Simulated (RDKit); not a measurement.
Input for RDKit: MMFF94 on H7NSi2 (SMILES N[SiH2][SiH3]), a point of a torsion scan.

```python
from rdkit import Chem
from rdkit.Chem import AllChem, rdDetermineBonds

blocks = [
'''10

N    -1.86904182    0.19594514   -0.21576032
Si   -0.48344361   -0.63868511    0.40005013
Si    1.57695734    0.27411162   -0.12389898
H    -2.08610090    1.10732325    0.15417326
H    -2.02867673    0.19598278   -1.21036800
H    -0.73260781   -0.66399081    1.84624464
H    -0.64941171   -1.99270978   -0.14149304
H     1.74627931    1.64654500    0.37331556
H     1.81995151    0.36430206   -1.57041322
H     2.69427982   -0.49746384    0.42746687
''',
]
mol = None
for b in blocks:
    f = Chem.MolFromXYZBlock(b)
    rdDetermineBonds.DetermineBonds(f, charge=0)
    mol = f if mol is None else Chem.CombineMols(mol, f)
Chem.SanitizeMol(mol)
print(Chem.MolToSmiles(Chem.RemoveHs(mol)))
ff = AllChem.MMFFGetMoleculeForceField(mol, AllChem.MMFFGetMoleculeProperties(mol), nonBondedThresh=100.0, ignoreInterfragInteractions=False)
e = ff.CalcEnergy()
print(f'MMFF94 energy {e:.6f} kcal/mol')
```

It printed:

```
N[SiH2][SiH3]
MMFF94 energy 30.159519 kcal/mol
```

The run finished.

Cost: about 0.020 core-seconds (a rough figure).
